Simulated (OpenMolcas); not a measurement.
# Lines of F+: computed and rescaled rates

- Program: OpenMolcas
- Method: CASSCF
- Basis: ANO-RCC-VTZP [4s3p2d1f]
- Scalar Hamiltonian: DKH2, point nucleus
- Active space: 4 electrons in 3 orbitals (2p)
- State averaging: 2S+1 = 3 even, 3 roots; 2S+1 = 1 even, 6 roots
- Spin-orbit coupling: RASSI with atomic mean-field integrals over the reference wave functions, term energies averaged over their components

Rates come from the transition moments of the reference wave functions (E1 and E2 in the length form). At fixed line strength A goes as λ^-3 for E1 and M1 and as λ^-5 for E2, so a rate at the computed wavelength can be rescaled to the measured one. Measured vacuum wavelengths follow from level energies in NIST Handbook of Basic Atomic Spectroscopic Data. Branching counts decays inside the model space alone, at computed energies, and the table is only a selection of the E2 and M1 lines, drawn from those between levels with measured partners whose computed energy lies within a factor of 1.5 of the measured one.

| Upper | Lower | Type | λ computed (nm) | λ measured (nm) | A computed (s-1) | A rescaled (s-1) | Branching % |
| --- | --- | --- | --- | --- | --- | --- | --- |
| 2s² 2p⁴ ³P₀ | 2s² 2p⁴ ³P₁ | M1 | 63810 | 67320 | 2.09e-04 | 1.78e-04 | 100.0 |
| 2s² 2p⁴ ³P₁ | 2s² 2p⁴ ³P₂ | M1 | 30970 | 29310 | 7.60e-04 | 8.97e-04 | 100.0 |
| 2s² 2p⁴ ¹D₂ | 2s² 2p⁴ ³P₁ | M1 | 446.3 | 487 | 1.49e-02 |  | 24.1 |
| 2s² 2p⁴ ¹D₂ | 2s² 2p⁴ ³P₂ | M1 | 440 | 479.1 | 4.68e-02 |  | 75.6 |
| 2s² 2p⁴ ¹S₀ | 2s² 2p⁴ ¹D₂ | E2 | 297.3 | 415.9 | 1.17e+01 | 2.18e+00 | 94.9 |
| 2s² 2p⁴ ¹S₀ | 2s² 2p⁴ ³P₁ | M1 | 178.4 | 224.3 | 6.19e-01 |  | 5.0 |

Spin-changing lines and M1 lines between different terms are not rescaled, since their strength hangs on the term gaps too.

The largest correction is for 2s² 2p⁴ ¹S₀ → 2s² 2p⁴ ¹D₂ (E2): 1.17e+01 × (297.3 / 415.9)^5 = 2.18e+00 s-1, a factor of 0.19.

The computed rate and branching of 2s² 2p⁴ ³P₁ → 2s² 2p⁴ ³P₂ give the upper level a radiative lifetime of 1.000 / 7.60e-04 s-1 = 1.32e+03 s, counting decays inside the model space alone. The rescaled rate gives about 1.1e+03 s.

No measured rate stands beside these. Rescaling mends the energy factor alone: line strengths can still be far off where a level mixes with configurations outside the active space, and weak or spin-changing lines hang on small mixing coefficients that depend on the term gaps too, so rescaling need not improve them.

Without dynamic correlation excited terms often stand tens of per cent too high (terms of higher spin than the ground term too low), and those without a measured partner can miss by more than the paired ones. With the s shell closed, the reference lacks s² → p² mixing. Measured partners are found by configuration, term and J. A level has none where our copy of the source lacks it or the pairing is in doubt (some pairs that miss far off the trend of their configuration count as doubtful). Levels of configurations outside the active space are missing.
